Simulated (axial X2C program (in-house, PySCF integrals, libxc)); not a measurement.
## Spin–orbit effects down a group: molecules with Li (ions), PBE0

All values come from calculations with an in-house all-electron X2C program for linear molecules (integrals from PySCF), spin-free (one-electron X2C) or two-component (2c: spin–orbit coupling with atomic mean-field Coulomb and Gaunt terms, which also bring small scalar terms), in Dyall basis sets with cores contracted in-house; open shells are unrestricted.

Basis sets: Cr dyall-acv3z, Li dyall-av3z, Mo dyall-acv3z, W dyall-acv3z.

| molecule | spin-free state | Re (Å) | ωe (cm⁻¹) | De (eV) | 2c state | Re 2c (Å) | ωe 2c (cm⁻¹) | De 2c (eV) |
| --- | --- | --- | --- | --- | --- | --- | --- | --- |
| LiCr⁻ | M_S = 3, Λ = 0 | 2.921 | 201.7 | 0.84 | Ω = 3 | 2.922 | 201.5 | 0.84 |
| LiMo⁻ | M_S = 3, Λ = 0 | 2.988 | 210.7 | n/a | Ω = 3 | 2.988 | 210.5 | n/a |
| LiW⁻ | M_S = 3, Λ = 0 | 2.783 | 263.0 | 1.16 | Ω = 3 | 2.779 | 262.7 | 1.17 |

Fragments in 2c: Cr + Li-, Mo + Li-, W- + Li. Each entry is the lowest single determinant of a limited PBE0 search at one distance. De goes to single-determinant-based atoms at the same level (for ions the charge split of lowest energy) and is withheld (n/a) where an atom does not fit its ground term or J level. Main or longest-lived isotopes. One determinant is a doubtful description, or other states lie close, for LiCr⁻, LiMo⁻, LiW⁻; these need not be ground states, and all values refer to the states named. Some open-shell Ω = 0 determinants are out of reach, so the Ω given for LiCr⁻, LiMo⁻, LiW⁻ need not be the lowest component. With several unpaired electrons the Ω given is that of one determinant, not necessarily of the lowest component. The functionals have no current term, which raises determinants with orbital currents.
